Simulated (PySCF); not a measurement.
A calculated (r2SCAN, PySCF 2.14, dyall-av2z, no relativity, point nucleus) atom or ion has these occupied shells.

```json
{"shell": "1s β", "electrons": "1", "orbital energy (eV)": "-5895.2", "rms radius, mean of both spins (bohr)": "0.0744"}
{"shell": "1s α", "electrons": "1", "orbital energy (eV)": "-5895.1", "rms radius, mean of both spins (bohr)": "0.0744"}
{"shell": "2s α", "electrons": "1", "orbital energy (eV)": "-706.82", "rms radius, mean of both spins (bohr)": "0.321"}
{"shell": "2s β", "electrons": "1", "orbital energy (eV)": "-705.06", "rms radius, mean of both spins (bohr)": "0.321"}
{"shell": "2p α", "electrons": "3", "orbital energy (eV)": "-605.12", "rms radius, mean of both spins (bohr)": "0.289"}
{"shell": "2p β", "electrons": "3", "orbital energy (eV)": "-603.79", "rms radius, mean of both spins (bohr)": "0.289"}
{"shell": "3s α", "electrons": "1", "orbital energy (eV)": "-115.06", "rms radius, mean of both spins (bohr)": "0.962"}
{"shell": "3s β", "electrons": "1", "orbital energy (eV)": "-111.19", "rms radius, mean of both spins (bohr)": "0.962"}
{"shell": "3p α", "electrons": "3", "orbital energy (eV)": "-86.170", "rms radius, mean of both spins (bohr)": "1.02"}
{"shell": "3p β", "electrons": "3", "orbital energy (eV)": "-82.161", "rms radius, mean of both spins (bohr)": "1.02"}
{"shell": "3d α", "electrons": "3", "orbital energy (eV)": "-41.527", "rms radius, mean of both spins (bohr)": "1.21"}
```

Task: Name the element and its charge.

Result: Cr³⁺ (chromium, charge +3), in [Ar] 3d3, high-spin 4F determinant.
